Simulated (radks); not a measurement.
The numbers below are computed, except where a source is named.
How relativity changes the ionisation of neutral promethium ([Xe] 4f5 6s2) to Pm+ ([Xe] 4f5 6s1). Spin-unpolarised spherical Kohn-Sham, LDA (Slater exchange, Perdew-Wang correlation), point nucleus unless stated (finite: rms radius 4.962 fm), a radial shooting solver on a logarithmic mesh with Libxc functionals. A level marked "c x" has the speed of light scaled by that factor and shares open shells by 2j + 1; other Dirac levels either fill j = l - 1/2 first or share by 2j + 1.

| level | E(Pm) (hartree) | E(Pm+) (hartree) | IE (eV) | HOMO | <r> HOMO (bohr) |
|---|---|---|---|---|---|
| non-rel. | -9651.4591 | -9651.2486 | 5.730 | 6s | 4.553 |
| scalar-rel. | -10013.5164 | -10013.2934 | 6.069 | 4f | 1.067 |
| scalar-rel., finite nucleus | -10012.9277 | -10012.7047 | 6.069 | 4f | 1.067 |
| Dirac, 2j+1 shares | -10020.0660 | -10019.8429 | 6.070 | 4f7/2 | 1.078 |
| Dirac, low j first | -10020.1153 | -10019.8925 | 6.064 | 4f5/2 | 1.062 |
| Dirac, 2j+1 shares, finite nucleus | -10019.4742 | -10019.2512 | 6.070 | 4f7/2 | 1.078 |
| Dirac, c x 0.85 | -10184.3400 | -10184.1101 | 6.256 | 4f7/2 | 1.134 |
| Dirac, c x 5 | -9664.8465 | -9664.6355 | 5.741 | 6s1/2 | 4.544 |
| Dirac, c x 100 | -9651.4925 | -9651.2819 | 5.730 | 6s1/2 | 4.553 |

NIST Atomic Spectra Database: 5.582 eV (measured). The relativistic part of the total energy of Pm is -368 hartree (Dirac, 2j+1 shares, finite nucleus), 3.8 % of the non-relativistic value. Spin polarisation and multiplet splitting of open shells are left out at every level.

Beside tabulated values, note that relativity, absent from the non-relativistic runs, is large for the heavy elements, and spin-unpolarised runs miss the spin-polarisation part of the exchange energy of open shells.
